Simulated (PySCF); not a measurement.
C₂H₇O, SMILES C[OH+]C, charge +1.

The structure is a stationary point at PBE-D3(BJ)/def2-TZVP. The isomer is the one that the SMILES or the coordinates give; other isomers of the formula were not compared.

Method: ωB97X/def2-TZVPD (PySCF).

Symmetry labels are those of the subgroup Cs that the program uses (full group Cs).

Computed valence orbital energies around the gap with their symmetry:
```tsv
orbital	symmetry	energy (eV)
HOMO−7	A'	-28.70
HOMO−6	A'	-24.93
HOMO−5	A'	-22.91
HOMO−4	A"	-22.84
HOMO−3	A"	-20.32
HOMO−2	A'	-20.29
HOMO−1	A"	-19.88
HOMO	A'	-18.65
LUMO	A'	-3.54
LUMO+1	A'	-2.05
LUMO+2	A'	-1.47
LUMO+3	A"	-1.45
```
